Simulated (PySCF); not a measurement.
Compound: C5H11NOS (charge +1 and doublet state).
Cartesian coordinates in Å at the GFN2-xTB level; atoms count from 1:
```xyz
19
C5H11NOS angstrom
C     -1.5905    0.5243   -1.9715
C     -1.0747    0.3127   -0.7817
C     -1.3567   -0.8446    0.1646
N     -1.3396   -0.5013    1.5329
S      0.1416    1.5132   -0.0807
O     -0.0936    1.3819    1.3596
C      1.7437    0.6548   -0.4503
C      2.1254   -0.3665    0.5970
H     -2.3141   -0.1377   -2.4207
H     -1.3095    1.3758   -2.5683
H     -2.3516   -1.2194   -0.1226
H     -0.6222   -1.6336   -0.0279
H     -0.7226   -0.9557    2.1832
H     -2.0791    0.0619    1.9196
H      2.4744    1.4632   -0.4758
H      1.6500    0.2370   -1.4502
H      1.5568   -1.2869    0.4958
H      3.1797   -0.6125    0.4956
H      1.9728    0.0427    1.5939
```

The hyperfine couplings belong to this conformer and change with its torsions.

Identity: `C=C(C[NH2+])[S@@](=O)CC` [radical] (charge +1).

Computed, not measured: PySCF, UKS B3LYP, pcH-1 on C H N O S, non-relativistic, mean-field spin-orbit, GIAO. Isolated species at its GFN2-xTB geometry (one conformer only). A GFN2-xTB geometry isn't a minimum of the functional, and hyperfine couplings can be far from their values at a DFT geometry, by a factor of two or more for some ions and for spin on atoms past the first row. Stability of the SCF solution: not tested.

(1) Give the principal g shifts and their parts.

(2) At 9.706 GHz, how far is the centre of the isotropic spectrum from where a free electron (g = 2.002319) resonates?

(3) What effective moment and Curie constant follow for a powder?

(4) In a frozen sample, at which fields do the three g values resonate at 9.5, 34, 94 and 263 GHz (hyperfine left aside), and which band first spreads them over more than twice a line width of 0.3 mT?

Results:

(1) 
| Δg (ppm) | 1 | 2 | 3 |
| --- | --- | --- | --- |
| relativistic mass correction | -281 | -281 | -281 |
| gauge correction | 0 | 82 | 113 |
| orbital Zeeman/spin–orbit | 270 | 1987 | 4484 |
| total | -12 | 1788 | 4315 |

So g = 2.00231, 2.00411, 2.00663 and g_iso = 2.00435; the tensor is rhombic: the two nearest values differ by 42 % of g3 − g1. 

(2) B = hν/(g μB) with μB/h = 13.99624 MHz/mT gives 346.33 mT for the free electron and 345.98 mT at g_iso, 0.35 mT lower.

(3) With the mean of g² = 4.0174 and S(S+1) = 0.75: μ_eff = √(⟨g²⟩S(S+1)) = 1.736 μB and χT = 0.12505·⟨g²⟩·S(S+1) = 0.377 cm³ K/mol (cgs; spin-Hamiltonian part alone).

(4) 
| band | GHz | B(g3) mT | B(g2) mT | B(g1) mT | spread mT |
| --- | --- | --- | --- | --- | --- |
| X | 9.5 | 338.25 | 338.68 | 338.99 | 0.73 |
| Q | 34.0 | 1210.60 | 1212.12 | 1213.21 | 2.62 |
| W | 94.0 | 3346.94 | 3351.16 | 3354.17 | 7.23 |
| J | 263.0 | 9364.31 | 9376.12 | 9384.55 | 20.24 |

The spread grows in proportion to the frequency. X band is the first where it exceeds 0.6 mT.

The Mulliken spin populations are largest on N4 (+0.52), O6 (+0.34), C2 (+0.08) and S5 (+0.07). The angles at N4 add up to 358.7°, so it is planar; its axial dipolar tensor and the negative couplings of its protons fit spin in a p orbital normal to that plane.

The HOMO–LUMO gaps are 6.09 eV among the α and 3.08 eV among the β orbitals.
